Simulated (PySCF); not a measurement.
Dipole response of Os²⁺ (osmium, charge +2)

[Xe] 4f14 5d6, high-spin 5D determinant. Computed with PySCF 2.14 in def2-QZVPPD with the def2 core potential (60 electrons) (7s5p4d4f2g, 88 functions), with a scalar-relativistic core potential. Coupled (time-dependent) response in atomic units; α is the mean over directions.

```json
{"method": "UHF", "mean α (bohr³)": "10.29", "α xx, yy, zz": "10.53, 10.53, 9.826", "C₆ (like pair)": "64.80", "S(−4)": "28.86"}
{"method": "PBE", "mean α (bohr³)": "11.57", "α xx, yy, zz": "11.80, 11.80, 11.11", "C₆ (like pair)": "73.88", "S(−4)": "40.65"}
{"method": "PBE0", "mean α (bohr³)": "11.09", "α xx, yy, zz": "11.33, 11.33, 10.59", "C₆ (like pair)": "70.53", "S(−4)": "35.64"}
```

S(−4) is the Cauchy moment in α(ω) = α(0) + S(−4) ω² + …

Spin-orbit coupling is absent.

α(iu) at PBE:

```json
{"u (hartree)": "0", "α(iu) (bohr³)": "11.57"}
{"u (hartree)": "0.0500", "α(iu) (bohr³)": "11.47"}
{"u (hartree)": "0.100", "α(iu) (bohr³)": "11.18"}
{"u (hartree)": "0.200", "α(iu) (bohr³)": "10.26"}
{"u (hartree)": "0.300", "α(iu) (bohr³)": "9.174"}
{"u (hartree)": "0.500", "α(iu) (bohr³)": "7.262"}
{"u (hartree)": "0.750", "α(iu) (bohr³)": "5.556"}
{"u (hartree)": "1.00", "α(iu) (bohr³)": "4.378"}
{"u (hartree)": "1.50", "α(iu) (bohr³)": "2.900"}
{"u (hartree)": "2.00", "α(iu) (bohr³)": "2.046"}
{"u (hartree)": "3.00", "α(iu) (bohr³)": "1.155"}
{"u (hartree)": "5.00", "α(iu) (bohr³)": "0.4991"}
```

For an ion, C₆ is the dispersion term alone; charge-induced terms of lower order in 1/R come first.

The components differ because the open shell of this determinant is not spherical; for a pure term their mean is the scalar polarisability.

Energies and moments cover only the electrons outside the core potential. Spin-orbit coupling, absent here, splits the open shell strongly.
